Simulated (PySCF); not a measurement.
## Electron correlation in N(3+) (nitrogen, charge +3)

[He] 2s2, closed-shell 1S. All numbers are calculated (PySCF 2.14, scalar relativity by spin-free X2C-1e, in ANO-RCC-VTZP (4s3p2d1f, 30 functions)). Frozen: nothing; 4 electrons correlated.

MP2 pair energies summed by pair of shells (mhartree):

```json
{"pair": "2s-2s", "energy": "-49.43", "share (%)": "90.4"}
{"pair": "1s-2s", "energy": "-2.82", "share (%)": "5.2"}
{"pair": "1s-1s", "energy": "-2.44", "share (%)": "4.5"}
```

Total MP2 correlation energy: -54.70 mhartree.

Same-spin part -0.54 and opposite-spin part -54.16 mhartree; SCS-MP2 scales them by 1/3 and 6/5 to -65.18 mhartree.

MP2 falls well short for the outer s pair, which is nearly degenerate with np².
